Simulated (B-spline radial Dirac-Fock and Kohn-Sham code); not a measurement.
Z = 51 (antimony), transition energy 1240 keV. Model: a Dirac-Hartree-Slater potential of the neutral atom with a Latter tail (no hole, which puts coefficients of high multipoles low close above an edge), finite nucleus with surface currents. Program: an atomic code on a B-spline grid. Subshells that would emit electrons below 1 keV are left out, and so is internal pair formation.

Q: A pure transition shows α(K) = 0.00402, L1/L2 = 17.6 and L1/L3 = 61.1. What is its multipolarity?
A. E1
B. M2
C. E3
D. E2
E. M1
F. M3
G. M4
H. E4

A: F. For comparison, α(K), L1/L2, L1/L3 are E1 0.000342, 54.6, 33.9; E2 0.000752, 22.7, 32.7; E3 0.00146, 11.0, 27.9; E4 0.00269, 6.44, 22.0; M1 0.000916, 38.4, 98.2; M2 0.00209, 25.1, 107; M4 0.00733, 13.1, 31.0.

Values without a named source are computed, but for edge energies of neutral atoms, which are taken from tables.
